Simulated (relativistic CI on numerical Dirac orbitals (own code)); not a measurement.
**One change at a time: Tm⁴⁹⁺**

Base calculation: Dirac-Coulomb-Breit CI, separate exchange-only KLI orbitals for each configuration, model QED, unscaled Slater integrals.

Configurations in the expansion (outside the closed core [Ne]): 3s²3p⁶3d², 3s²3p⁵3d³, 3s3p⁶3d³, 3s²3p⁶3d4s, 3s²3p⁶3d4p, 3s²3p⁶3d4d, 3s²3p⁵3d²4s, 3s²3p⁶3d4f, 3s²3p⁵3d²4p, 3s²3p⁵3d²4d, 3p⁶3d⁴, 3p⁵3d⁵, 3p⁵3d⁴4s, 3p⁶3d³4s, 3p⁵3d³4s². Double excitations out of closed p, d and f shells are left out; levels of such configurations are missing from the list, as are those of other unlisted configurations, and high levels can miss mixing partners. These lack a partner that the ground configuration has and come out too high: 3s²3p⁵3d²4p, 3s²3p⁵3d²4d.

Variants: (1) valence Slater integrals scaled by 0.9; (2) non-relativistic limit; (3) only the first 3 configurations. Shifts of the energy above 3s²3p⁶3d² ³F2, in cm⁻¹, for the lowest level and the first level of each name with at least 55 % of one term (blank where a level changes its place among those of its configuration and J or its character, or is not in the variant):

| Level | Base | Δ(1) | Δ(2) | Δ(3) |
| --- | --- | --- | --- | --- |
| 3s²3p⁶3d² ³F2 | 0 | 0 | 0 | 0 |
| 3s²3p⁶3d² ³P0 | 173598 | -15505 | -68463 | +1045 |
| 3s²3p⁶3d² ³F3 | 412117 | +2290 | -412117 | -16 |
| 3s²3p⁶3d² ¹G4 | 514719 | -7402 |  | -164 |
| 3s²3p⁶3d² ³P1 | 526559 | -8171 | -421423 | +155 |
| 3s²3p⁶3d² ³F4 | 888550 | -2471 |  | -100 |
| 3s²3p⁶3d² ¹S0 | 1139114 | -26640 | -775603 | +1996 |
| 3s²3p⁵3d³ ⁵D°0 | 2060440 | +11246 | -311981 | -1118 |
| 3s²3p⁵3d³ ³P°1 | 2900508 | +5322 |  | -1266 |
| 3s²3p⁵3d³ ³I°7 | 2902843 | +6418 | -918378 | -1690 |

At this charge energies of transitions that change n are usually good to better than 1 %, and those within a shell (Δn = 0) to a few per cent.

Ionisation energy from the two ground configurations alone: base 4334.74 eV. The NIST ASD value (theoretical) is 4335 eV.

LS names give the leading component of a level, which can be under half, so a name can repeat, a term be missing and a line seem to break the LS rules.
